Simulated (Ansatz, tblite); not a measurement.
Cost and result up the ladder for Sn(vinyl)H3 (C₂H₆Sn) (9 atoms). Total charge 0; singlet. Geometry: r2SCAN-D4/def2-TZVP.

```xyz
9

Sn   -0.169   -0.739    1.196
C     0.311    0.748   -0.257
C     0.059    0.619   -1.557
H     0.788    1.662    0.095
H    -0.414   -0.265   -1.977
H     0.318    1.399   -2.270
H    -1.845   -1.064    1.173
H     0.280   -0.174    2.743
H     0.671   -2.186    0.855
```

Ansatz on 4 threads of Arm Neoverse V1 on a shared host; xTB runs through tblite on one thread. Times are rough, summed over both states, and most runs start from the orbitals of an earlier one. PBE0-D4/def2-TZVP serves as the yardstick here, not as an exact answer. The other state is a doublet.

In the def2 sets Sn takes a core potential; there is no spin–orbit coupling. The xTB rows come from tblite.

Raw xTB energies of ions are shifted by several eV.

```
                          level  functions  vertical IE (eV)  difference from PBE0-D4/def2-TZVP (eV)
                       GFN1-xTB         29             14.90                                    4.97
            r2SCAN-D4/def2-TZVP        148              9.79                                   -0.14
                       GFN2-xTB         23             14.13                                    4.20
PBE0-D4/def2-TZVP (with forces)        148              9.93                                    0.00
               PBE-D4/def2-TZVP        148              9.76                                   -0.16
```

Question: Estimate how long each takes.

Answer: GFN2-xTB 0.006 s; GFN1-xTB 0.008 s; PBE-D4/def2-TZVP 3.2 s; r2SCAN-D4/def2-TZVP 6.4 s; PBE0-D4/def2-TZVP (with forces) 6.5 s. On shared hardware such times vary by a factor of up to 3.
